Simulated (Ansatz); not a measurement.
Program: Ansatz. Geometries: PBE0-D4/def2-TZVP. ΔE: electronic, gas phase. CCSD(T)/CBS adds triple-zeta CCSD(T) − MP2 to the extrapolated MP2 energy (def2 sets, frozen cores). This one scheme is used for every species. DFT in def2-TZVPP. B3LYP here is the variant with VWN-RPA as its local correlation; programs differ in this. Each species was taken in one conformer, which may not be the lowest.

Reaction (hydrogenolysis of the Si–O bond): `CO[SiH2][AlH][CH3]` + H₂ → `[CH3][AlH][SiH3]` + CH₃OH

| species | B3LYP energy (Eh) |
| --- | --- |
| `CO[SiH2][AlH][CH3]` | -688.92455 |
| H₂ | -1.18000 |
| `[CH3][AlH][SiH3]` | -574.30905 |
| CH₃OH | -115.77851 |

Task: Work out ΔE.

Result: ΔE = (-574.30905) + (-115.77851) − (-688.92455) − (-1.18000) = 0.01699 Eh = +10.7 kcal/mol. CCSD(T)/CBS gives +13.0 kcal/mol.

Largest T1 diagnostic among the species: 0.011.

The D4 term adds +2.8 kcal/mol with B3LYP and +1.6 kcal/mol with PBE0; it sums over pairs of atoms, weighted by their polarisabilities, and B3LYP, whose exchange is more repulsive, gets the larger term. In def2-TZVPP, CCSD(T) changes the Hartree–Fock value by +2.5 kcal/mol (the triples alone add +0.8 kcal/mol) and MP2 by +4.4 kcal/mol.
